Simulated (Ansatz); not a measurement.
Gas-phase electronic energies from Ansatz, PBE0-D4/def2-TZVP geometries. CBS: MP2 limit from def2 TZ/QZ plus the TZ coupled-cluster correction, frozen cores. Functionals use def2-TZVPP. One conformer a species, not always the lowest.

`N[SiH](F)[SiH2][SiH3]` + `BO[SiH2]N` → `N[SiH2]O[SiH](N)F` + `B[SiH2][SiH3]`  (redistribution)

```tsv
species	PBE0 energy (Eh)
`N[SiH](F)[SiH2][SiH3]`	-1027.54680
`BO[SiH2]N`	-447.79713
`N[SiH2]O[SiH](N)F`	-867.60660
`B[SiH2][SiH3]`	-607.72784
```

(1) Work out ΔE.

Largest T1 diagnostic among the species: 0.014.

## Answers

(1) ΔE = (-867.60660) + (-607.72784) − (-1027.54680) − (-447.79713) = 0.00949 Eh = +6.0 kcal/mol. CCSD(T)/CBS gives +3.3 kcal/mol.

The D4 term adds −0.8 kcal/mol with B3LYP and −0.4 kcal/mol with PBE0; it sums over pairs of atoms, weighted by their polarisabilities, and B3LYP, whose exchange is more repulsive, gets the larger term. In def2-TZVPP, CCSD(T) changes the Hartree–Fock value by +2.2 kcal/mol (the triples alone add +0.6 kcal/mol) and MP2 by +2.3 kcal/mol.

B3LYP here is the variant with VWN-RPA as its local correlation; programs differ in this.
